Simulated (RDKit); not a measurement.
Input for RDKit: UFF on OSi (SMILES [O+]#[Si-]).

```python
from rdkit import Chem
from rdkit.Chem import AllChem, rdDetermineBonds

blocks = [
'''2

Si    0.00000000   -0.00000000   -0.75657293
O    -0.00000000    0.00000000    0.75657293
''',
]
mol = None
for b in blocks:
    f = Chem.MolFromXYZBlock(b)
    rdDetermineBonds.DetermineBonds(f, charge=0)
    mol = f if mol is None else Chem.CombineMols(mol, f)
Chem.SanitizeMol(mol)
print(Chem.MolToSmiles(Chem.RemoveHs(mol)))
ff = AllChem.UFFGetMoleculeForceField(mol, vdwThresh=100.0, ignoreInterfragInteractions=False)
e = ff.CalcEnergy()
print(f'UFF energy {e:.6f} kcal/mol')
```

It printed:

```
[01:04:46] UFFTYPER: Warning: hybridization set to SP3 for atom 0
[01:04:46] UFFTYPER: Unrecognized charge state for atom: 0
[O+]#[Si-]
UFF energy 3.114704 kcal/mol
```

The run finished.

Cost: about 0.04 core-seconds (a rough figure).
